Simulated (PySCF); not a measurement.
**Electron correlation in C²⁺ (carbon, charge +2)**

[He] 2s1 3d1, high-spin 3D determinant (an excited configuration). Computed with PySCF 2.14 in dyall-acv3z (15s9p4d2f, 76 functions), with the spin-free X2C one-electron Hamiltonian (Gaussian nucleus). Frozen: nothing; 4 electrons correlated; the 5 highest virtual orbitals of each spin left out.

| level | correlation energy (mhartree) |
| --- | --- |
| CCSD | -56.75 |
| (T) | -0.14 |
| CCSD(T) | -56.89 |

Diagnostics: T1 = 0.0044, D1 = 0.0120, largest double amplitude 0.087.

**Question.** Is a single reference adequate?

**Answer.** Mostly. T1 lies below 0.03, but a double amplitude of this size points to a near-degeneracy that CCSD handles and MP2 describes poorly.
